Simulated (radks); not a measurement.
Values are calculated unless marked as measured or tabulated.
Species: Ir II. Configuration: [Xe] 4f14 5d7 6s1. Code: a radial shooting solver on a logarithmic mesh with Libxc functionals. Model: scalar-relativistic Kohn-Sham, PBE, spin-unpolarised, spherical densities, finite nucleus; Fermi nuclear charge, rms radius 5.4032 fm.

Normalised radial functions P(r) = r R(r), r in bohr:

r	5s	4f
0.0006539	0.0545	0.0000
0.0008313	0.0655	0.0000
0.001057	0.0783	0.0000
0.001343	0.0931	0.0000
0.001708	0.1098	0.0000
0.002171	0.1283	0.0000
0.00276	0.1480	0.0000
0.003537	0.1686	0.0000
0.004496	0.1868	0.0000
0.005715	0.2006	0.0000
0.007266	0.2060	0.0000
0.009237	0.1978	0.0001
0.01174	0.1698	0.0002
0.01493	0.1163	0.0005
0.01898	0.0341	0.0012
0.02412	-0.0735	0.0027
0.03067	-0.1911	0.0062
0.03899	-0.2878	0.0137
0.04956	-0.3184	0.0296
0.063	-0.2377	0.0613
0.08074	-0.0238	0.1234
0.1026	0.2495	0.2286
0.1305	0.4428	0.3950
0.1659	0.3873	0.6286
0.2109	0.0292	0.9094
0.2681	-0.4447	1.1817
0.3408	-0.6676	1.3640
0.4332	-0.3785	1.3848
0.5507	0.3061	1.2314
0.7001	0.9610	0.9566
0.89	1.2111	0.6452
1.131	1.0112	0.3726
1.438	0.6051	0.1803
1.843	0.2529	0.0689
2.343	0.0760	0.0213
2.979	0.0151	0.0049
3.786	0.0018	0.0008
4.814	0.0001	0.0001
6.119	0.0000	0.0000
7.779	0.0000	0.0000

5s: eigenvalue -106.24 eV, 4 radial nodes at r = 0.0206, 0.0825, 0.214, 0.499 bohr, <r> = 0.978 bohr, 90 % of the charge inside 1.40 bohr. 4f: eigenvalue -70.494 eV, 0 radial nodes, <r> = 0.535 bohr, 90 % of the charge inside 0.869 bohr.
